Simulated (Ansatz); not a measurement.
Cartesian coordinates in Å:
```
Si -1.091 -0.718 1.006
N 0.458 -0.152 0.542
Sn 0.947 0.752 -1.203
H -1.056 -2.117 1.519
H -1.942 -0.670 -0.215
H -1.747 0.109 2.061
H 1.189 -0.142 1.237
H 2.647 0.889 -1.190
H 0.209 2.291 -1.286
H 0.386 -0.242 -2.470
```

Total charge 0; spin multiplicity 1. Sn: def2 effective core potential.

(1) List the PBE0/def2-TZVPP orbital energies in eV (Ansatz 0.2.0). (Estimate.)

Results:

(1) The calculation gave: Occupied: -1802.45, -390.77, -144.73, -140.11, -99.41, -99.39, -99.38, -94.75, -94.72, -94.71, -28.66, -28.53, -28.51, -28.40, -28.39, -22.88, -15.00, -14.59, -11.99, -10.12, -9.98, -9.38, -9.25, -9.06, -7.15. Lowest empty: -0.45, 0.47, 0.92, 1.12, 1.29, 1.80, 2.02, 2.16.
